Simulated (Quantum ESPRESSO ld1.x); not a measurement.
Excited configurations of Nb: one electron is placed in a higher orbital outside [Kr] 4d4. The ground configuration is [Kr] 4d4 5s1. Calculated with ld1.x of Quantum ESPRESSO 7.5: Dirac Kohn-Sham, PBEsol, spin-unpolarised, spherical densities, point nucleus; open shells fill j = l - 1/2 first. Excitation = E - E(ground); binding = E(ion) - E, where the ion is the core of charge +1; n* = 1/sqrt(2 binding) in atomic units, and the quantum defect is n - n*.

outer orbital,excitation (eV),binding (eV),n*,quantum defect,eigenvalue (eV),<r> (bohr)
5p1/2,2.911,3.712,1.915,3.085,-1.783,5.074
5f5/2,5.997,0.625,4.665,0.335,-0.360,29.47
6d3/2,5.688,0.934,3.817,2.183,-0.529,20.75
6f5/2,6.170,0.452,5.487,0.513,-0.281,44.19
7f5/2,6.281,0.341,6.317,0.683,-0.221,61.58

The Delta-SCF ionisation energy is 6.622 eV (NIST Atomic Spectra Database: 6.759 eV, measured). Self-interaction in the functional shifts the binding energies and quantum defects, so they are the method's values and not measured ones. Spin polarisation and multiplet splitting are left out, so open shells lie too high by an amount that depends on their filling.

Beside tabulated values, note that spin-unpolarised runs miss the spin-polarisation part of the exchange energy of open shells.
